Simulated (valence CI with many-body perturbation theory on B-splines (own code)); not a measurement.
Os69+: E2, E3, M1, M2 decay

Method: valence CI with perturbative core correlation (CI+MBPT): five valence electrons over a frozen Dirac-Fock core [He], a basis of 9 s, 9 p, 8 d, 6 f, 3 g, 1 h functions for each j, with the one-electron correlation potential Σ1, the two-electron term Σ2, the three-electron term Σ3, Breit, model QED; selected CI, second order for the rest (own B-spline code, finite nucleus).

No measured spectrum was set against this ion. As an estimate, large intervals hold to a few tenths of a per cent, small ones and those within an open d or f shell to about a per cent. Among the levels kept, up to 1200 cm⁻¹ of a level comes from second order outside the variational space, and about a tenth of that is noise between levels of different J, which matters for small intervals.

Lines 1 to 50 of 60 in falling wavelength, among levels below 12040 eV, chosen from the decays that carry over 1 % of a level's rate. Wavelengths and rates use the calculated energies. Electric multipoles are in the length gauge, E1 and E2 with the static RPA response of the core. S is in atomic units (e²a₀⁴ for E2 and M2, e²a₀⁶ for E3), for M1 in squared Bohr magnetons. Weak lines are less certain than strong ones. Lines between different terms over intervals too small for the method are left out, as are lines whose strength nearly cancels. The highest levels of a list are the least certain.

Levels are named by their leading jj configuration (3d3/2^4 stands for four electrons in 3d with j = 3/2), which in mixed levels can hold well under half, so a name can repeat and another be missing. Letters in brackets count levels of one name in rising energy.

```
λ vac (Å)                               Upper                       Lower  Type   A (s⁻¹)  S (a.u.)
    7.885          (2s^2 2p1/2 2p3/2^2) J=3/2  (2s^2 2p1/2^2 2p3/2) J=3/2    M1  3.59e+10  2.61e+00
    7.866                (2s^2 2p3/2^3) J=3/2  (2s^2 2p1/2 2p3/2^2) J=1/2    M1  8.92e+09  6.44e-01
    7.807      (2s^2 2p1/2 2p3/2 3p1/2) J=1/2  (2s^2 2p1/2^2 3p1/2) J=1/2    M1  2.45e+10  8.66e-01
    7.770          (2s^2 2p1/2 2p3/2^2) J=5/2  (2s^2 2p1/2^2 2p3/2) J=3/2    M1  5.96e+09  6.21e-01
    7.770          (2s^2 2p1/2 2p3/2^2) J=5/2  (2s^2 2p1/2^2 2p3/2) J=3/2    E2  2.47e+08  3.75e-05
    7.600                (2s^2 2p3/2^3) J=3/2  (2s^2 2p1/2 2p3/2^2) J=5/2    M1  9.83e+09  6.40e-01
    7.510          (2s^2 2p1/2 2p3/2^2) J=1/2  (2s^2 2p1/2^2 2p3/2) J=3/2    M1  1.97e+10  6.19e-01
    7.510          (2s^2 2p1/2 2p3/2^2) J=1/2  (2s^2 2p1/2^2 2p3/2) J=3/2    E2  2.10e+08  8.97e-06
    7.494                (2s^2 2p3/2^3) J=3/2  (2s^2 2p1/2 2p3/2^2) J=3/2    M1  3.91e+10  2.44e+00
    1.327      (2s^2 2p1/2 2p3/2 3p1/2) J=1/2  (2s^2 2p1/2 2p3/2^2) J=1/2    M1  2.34e+10  4.05e-03
    1.326  (2s^2 2p1/2 2p3/2 3p1/2) J=3/2 [a]  (2s^2 2p1/2 2p3/2^2) J=1/2    E2  3.22e+11  4.72e-06
    1.324      (2s^2 2p1/2 2p3/2 3p1/2) J=5/2  (2s^2 2p1/2 2p3/2^2) J=1/2    E2  6.25e+11  1.37e-05
    1.319      (2s^2 2p1/2 2p3/2 3p1/2) J=1/2  (2s^2 2p1/2 2p3/2^2) J=5/2    E2  6.71e+11  4.79e-06
    1.319  (2s^2 2p1/2 2p3/2 3p1/2) J=3/2 [a]  (2s^2 2p1/2 2p3/2^2) J=5/2    M1  4.27e+10  1.45e-02
    1.318          (2s^2 2p1/2^2 3p1/2) J=1/2  (2s^2 2p1/2^2 2p3/2) J=3/2    E2  3.25e+12  2.31e-05
    1.318          (2s^2 2p1/2^2 3p1/2) J=1/2  (2s^2 2p1/2^2 2p3/2) J=3/2    M1  7.13e+10  1.21e-02
    1.318  (2s^2 2p1/2 2p3/2 3p1/2) J=3/2 [b]  (2s^2 2p1/2 2p3/2^2) J=1/2    E2  2.98e+11  4.24e-06
    1.317      (2s^2 2p1/2 2p3/2 3p1/2) J=5/2  (2s^2 2p1/2 2p3/2^2) J=5/2    E2  1.84e+12  3.90e-05
    1.317      (2s^2 2p1/2 2p3/2 3p1/2) J=5/2  (2s^2 2p1/2 2p3/2^2) J=5/2    M1  3.42e+10  1.74e-02
    1.316      (2s^2 2p1/2 2p3/2 3p1/2) J=1/2  (2s^2 2p1/2 2p3/2^2) J=3/2    E2  1.01e+12  7.10e-06
    1.316      (2s^2 2p1/2 2p3/2 3p1/2) J=1/2  (2s^2 2p1/2 2p3/2^2) J=3/2    M1  6.11e+10  1.03e-02
    1.315  (2s^2 2p1/2 2p3/2 3p1/2) J=3/2 [a]  (2s^2 2p1/2 2p3/2^2) J=3/2    E2  1.97e+12  2.77e-05
    1.313      (2s^2 2p1/2 2p3/2 3p1/2) J=5/2  (2s^2 2p1/2 2p3/2^2) J=3/2    E2  4.59e+11  9.61e-06
    1.311  (2s^2 2p1/2 2p3/2 3p1/2) J=3/2 [b]  (2s^2 2p1/2 2p3/2^2) J=5/2    E2  1.81e+12  2.50e-05
    1.307  (2s^2 2p1/2 2p3/2 3p1/2) J=3/2 [b]  (2s^2 2p1/2 2p3/2^2) J=3/2    E2  1.38e+11  1.89e-06
    1.262  (2s^2 2p1/2 2p3/2 3p3/2) J=3/2 [a]  (2s^2 2p1/2 2p3/2^2) J=1/2    E2  6.51e+10  7.45e-07
    1.259  (2s^2 2p1/2 2p3/2 3p3/2) J=3/2 [b]  (2s^2 2p1/2 2p3/2^2) J=1/2    E2  5.91e+11  6.67e-06
    1.259      (2s 2p1/2^2 2p3/2 3p3/2) J=7/2  (2s 2p1/2^2 2p3/2^2) J=5/2    E2  1.09e+12  2.46e-05
    1.258  (2s^2 2p1/2 2p3/2 3p3/2) J=5/2 [b]  (2s^2 2p1/2 2p3/2^2) J=1/2    E2  6.48e+11  1.09e-05
    1.257  (2s 2p1/2^2 2p3/2 3p3/2) J=1/2 [b]  (2s 2p1/2^2 2p3/2^2) J=3/2    E2  1.95e+12  1.09e-05
    1.256  (2s^2 2p1/2 2p3/2 3p3/2) J=5/2 [a]  (2s^2 2p1/2 2p3/2^2) J=5/2    E2  2.56e+11  4.29e-06
    1.256  (2s^2 2p1/2 2p3/2 3p3/2) J=1/2 [a]  (2s^2 2p1/2 2p3/2^2) J=5/2    E2  2.53e+11  1.41e-06
    1.255  (2s^2 2p1/2 2p3/2 3p3/2) J=3/2 [a]  (2s^2 2p1/2 2p3/2^2) J=5/2    E2  7.90e+11  8.80e-06
    1.254      (2s^2 2p1/2 2p3/2 3p3/2) J=7/2  (2s^2 2p1/2 2p3/2^2) J=5/2    E2  1.15e+12  2.55e-05
    1.254          (2s^2 2p1/2^2 3p3/2) J=3/2  (2s^2 2p1/2^2 2p3/2) J=3/2    E2  1.62e+12  1.80e-05
    1.254  (2s^2 2p1/2 2p3/2 3p3/2) J=5/2 [a]  (2s^2 2p1/2 2p3/2^2) J=3/2    E2  9.97e+11  1.65e-05
    1.253  (2s^2 2p1/2 2p3/2 3p3/2) J=1/2 [a]  (2s^2 2p1/2 2p3/2^2) J=3/2    E2  1.09e+12  6.01e-06
    1.252  (2s^2 2p1/2 2p3/2 3p3/2) J=3/2 [a]  (2s^2 2p1/2 2p3/2^2) J=3/2    E2  3.64e+11  4.01e-06
    1.252  (2s^2 2p1/2 2p3/2 3p3/2) J=3/2 [b]  (2s^2 2p1/2 2p3/2^2) J=5/2    E2  1.04e+11  1.14e-06
    1.252      (2s^2 2p1/2 2p3/2 3p3/2) J=7/2  (2s^2 2p1/2 2p3/2^2) J=3/2    E2  1.30e+11  2.86e-06
    1.248  (2s^2 2p1/2 2p3/2 3p3/2) J=1/2 [b]  (2s^2 2p1/2 2p3/2^2) J=5/2    E2  2.25e+12  1.21e-05
    1.245  (2s^2 2p1/2 2p3/2 3p3/2) J=1/2 [b]  (2s^2 2p1/2 2p3/2^2) J=3/2    E2  1.02e+12  5.45e-06
    1.243  (2s 2p1/2^2 2p3/2 3p3/2) J=1/2 [b]  (2s 2p1/2^2 2p3/2^2) J=5/2    E2  5.92e+11  3.14e-06
    1.232      (2s 2p1/2^2 2p3/2 3d5/2) J=9/2  (2s 2p1/2^2 2p3/2^2) J=5/2    M2  9.22e+10  2.33e-06
    1.232      (2s 2p1/2^2 2p3/2 3d5/2) J=9/2  (2s 2p1/2^2 2p3/2^2) J=5/2    E3  5.75e+09  7.86e-07
    1.227      (2s^2 2p1/2 2p3/2 3d5/2) J=9/2  (2s^2 2p1/2 2p3/2^2) J=5/2    M2  9.18e+10  2.28e-06
    1.227      (2s^2 2p1/2 2p3/2 3d5/2) J=9/2  (2s^2 2p1/2 2p3/2^2) J=5/2    E3  5.94e+09  7.90e-07
    1.082  (2s^2 2p1/2 2p3/2 3p3/2) J=5/2 [a]  (2s^2 2p1/2^2 2p3/2) J=3/2    E2  3.89e+11  3.08e-06
    1.081  (2s^2 2p1/2 2p3/2 3p3/2) J=1/2 [a]  (2s^2 2p1/2^2 2p3/2) J=3/2    E2  7.98e+11  2.11e-06
    1.081  (2s^2 2p1/2 2p3/2 3p3/2) J=3/2 [a]  (2s^2 2p1/2^2 2p3/2) J=3/2    E2  1.50e+12  7.92e-06
```
